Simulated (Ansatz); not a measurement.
Geometry optimisation, RHF/def2-SVP in Ansatz.

input.yaml

```yaml
crystal:
  periodic: [false, false, false]
  atoms:
    - { symbol: "N", position_ang: [0.9657, 0.4941, -2.1992] }
    - { symbol: Al, position_ang: [0.501, -0.1522, -0.4782] }
    - { symbol: C, position_ang: [0.239, -1.4189, 0.782] }
    - { symbol: C, position_ang: [-0.102, -0.1052, 1.2025] }
    - { symbol: S, position_ang: [-0.92, 0.8854, 2.4632] }
    - { symbol: H, position_ang: [1.1227, 1.5714, -2.0896] }
    - { symbol: H, position_ang: [0.0673, 0.4772, -2.771] }
    - { symbol: H, position_ang: [0.4282, -2.4523, 1.0372] }
    - { symbol: H, position_ang: [-2.2134, 0.6544, 2.036] }
basis:
  gaussian: { orbitals: def2-SVP }
hamiltonian:
  xc: hf
relax:
  f_tol: 0.015
  max_steps: 40
```

Run as:

```bash
$ ansatz run input.yaml --threads 1 --pin off --max-ram 2048MiB --backend cpu --events-out ev --progress --plain --runs-dir out
```

Where does it end, and by what steps?

The forces met the threshold. After 11 steps the energy has fallen by 1.917 eV; H7 moved furthest, 1.18 Å.

| step | energy less start (eV) | largest force component (eV/Å) | accepted |
| --- | --- | --- | --- |
| 0 | 0.0000 | 4.099 | yes |
| 1 | -0.9607 | 1.924 | yes |
| 2 | -1.3432 | 1.051 | yes |
| 3 | -1.5076 | 0.918 | yes |
| 4 | -1.6381 | 0.580 | yes |
| 5 | -1.7198 | 0.908 | yes |
| 6 | -1.8334 | 0.455 | yes |
| 7 | -1.8377 | 0.696 | yes |
| 8 | -1.9122 | 0.144 | yes |
| 9 | -1.9134 | 0.422 | yes |
| 10 | -1.9163 | 0.137 | yes |
| 11 | -1.9171 | 0.003 | yes |

```xyz
9
Properties=species:S:1:pos:R:3
N 0.708 0.685 -2.150
Al 0.328 -0.093 -0.623
C 0.245 -1.371 0.700
C -0.397 -0.229 1.088
S -1.208 0.059 2.612
H 0.445 1.619 -2.401
H 1.220 0.262 -2.899
H 0.358 -2.287 1.272
H -1.611 1.309 2.383
```

Whether the end is a true minimum wasn't checked by a vibrational analysis.

The run took 11 s on 1 thread of AMD EPYC 9R45 96-Core Processor (Zen 5), on a shared host, peak memory 0.21 GiB.
